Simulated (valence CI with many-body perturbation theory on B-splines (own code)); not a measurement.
# Hyperfine factors and g values of Pd40+

Computed by configuration interaction combined with many-body perturbation theory (CI+MBPT): four valence electrons over a frozen Dirac-Fock core [He], a basis of 11 s, 11 p, 9 d, 7 f, 5 g, 2 h, 1 i functions for each j, with the one-electron correlation potential Σ1, the two-electron term Σ2, the three-electron term Σ3, Breit, model QED; selected CI, second order for the rest (own B-spline code, finite nucleus).

No measured spectrum was set against this ion. As an estimate, large intervals hold to a few tenths of a per cent, small ones and those within an open d or f shell to about a per cent. Among the levels kept, up to 280 cm⁻¹ of a level comes from second order outside the variational space, and about a tenth of that is noise between levels of different J, which matters for small intervals.

A/g_I is the dipole constant over the nuclear g factor μ/I (μ in nuclear magnetons, uniformly magnetised nucleus), B/Q the quadrupole constant per barn. Both hold the static response of the core; the bare values leave it out. Large factors of s and p1/2 electrons are usually good to 5 to 10 %; those of open d and f shells near neutrality can be off by tens of per cent, and small factors of p3/2, d and f electrons come from cancelling terms and can be off by a factor of two or in sign, in half-filled shells by more. B is blank for J = 1/2, where it vanishes, and for nearly pure S terms. Energies count from the lowest level. Levels with J = 0 are left out.

Levels are named by their leading jj configuration (3d3/2^4 stands for four electrons in 3d with j = 3/2), which in mixed levels can hold well under half, so a name can repeat and another be missing. Letters in brackets count levels of one name in rising energy.

```
                     Level  E (eV)      g  A/g_I (MHz)  A/g_I bare  B/Q (MHz/b)  B/Q bare
    (2s^2 2p1/2 2p3/2) J=1   158.7  1.489       -50300      -41200       171000    172000
    (2s^2 2p1/2 2p3/2) J=2   172.3  1.186       407000      410000       267000    267000
    (2s 2p1/2^2 2p3/2) J=2   304.6  1.648       958000      954000       253000    254000
        (2s^2 2p3/2^2) J=2   340.8  1.287       189000      194000        74000     74100
    (2s 2p1/2^2 2p3/2) J=1   356.7  1.033      -583000     -564000       252000    252000
(2s 2p1/2 2p3/2^2) J=2 [a]   455.7  1.504       731000      728000       205000    205000
    (2s 2p1/2 2p3/2^2) J=3   484.2  1.320       881000      875000         -815      -836
(2s 2p1/2 2p3/2^2) J=1 [a]   524.7  1.279       -77700      -65700      -251000   -252000
(2s 2p1/2 2p3/2^2) J=2 [b]   534.6  1.098        16200       27100      -140000   -140000
(2s 2p1/2 2p3/2^2) J=1 [b]   539.6  1.409      1390000     1370000        96700     97000
          (2s 2p3/2^3) J=2   676.0  1.365       997000      987000      -321000   -322000
     (2p1/2^2 2p3/2^2) J=2   696.6  1.350       165000      176000        63100     63200
          (2s 2p3/2^3) J=1   722.4  1.228      -611000     -587000       -95100    -95400
       (2p1/2 2p3/2^3) J=1   862.8  1.489       -66100      -49900      -169000   -169000
       (2p1/2 2p3/2^3) J=2   877.5  1.124       411000      415000      -403000   -403000
       (2s^2 2p1/2 3s) J=1  3509.9  1.331      1050000     1040000       -11000    -11000
    (2s^2 2p1/2 3p1/2) J=1  3553.3  0.659       723000      717000        -2490     -2490
    (2s^2 2p1/2 3p3/2) J=1  3608.7  1.533        57700       58000        48900     49000
    (2s^2 2p1/2 3p3/2) J=2  3613.5  1.165       319000      319000        86900     87000
       (2s 2p1/2^2 3s) J=1  3643.0  2.113      1840000     1820000        -4870     -4880
    (2s^2 2p1/2 3d3/2) J=2  3652.4  0.757       304000      302000        24400     24600
    (2s^2 2p1/2 3d3/2) J=1  3667.3  0.853       -93600      -93700         6630      6730
    (2s^2 2p1/2 3d5/2) J=2  3673.6  1.306       -93000      -91700        60600     60900
    (2s^2 2p1/2 3d5/2) J=3  3677.2  1.109       196000      194000         7200      7470
       (2s^2 2p3/2 3s) J=2  3686.1  1.459       318000      319000       300000    300000
       (2s^2 2p3/2 3s) J=1  3688.0  1.278       691000      689000       104000    104000
    (2s 2p1/2^2 3p1/2) J=1  3691.5  1.332       912000      905000        73000     73100
    (2s^2 2p3/2 3p1/2) J=1  3738.8  1.437       162000      169000       170000    170000
    (2s^2 2p3/2 3p1/2) J=2  3741.5  1.191       227000      230000       319000    320000
    (2s 2p1/2^2 3p3/2) J=2  3744.6  1.571       833000      825000        88100     88200
    (2s 2p1/2^2 3p3/2) J=1  3749.0  1.069      -718000     -706000        45600     45700
```

Task: Take the isotope of mass number 105, with I = 5/2, μ = -0.642 μN and Q = 0.66 b. What is the hyperfine structure of (2s 2p1/2^2 2p3/2) J=1?

Result: From the table A = 150000 MHz, B = 166000 MHz. Shifts from the centre of gravity in MHz: F = 3/2: -409000, F = 5/2: -283000, F = 7/2: 416000.
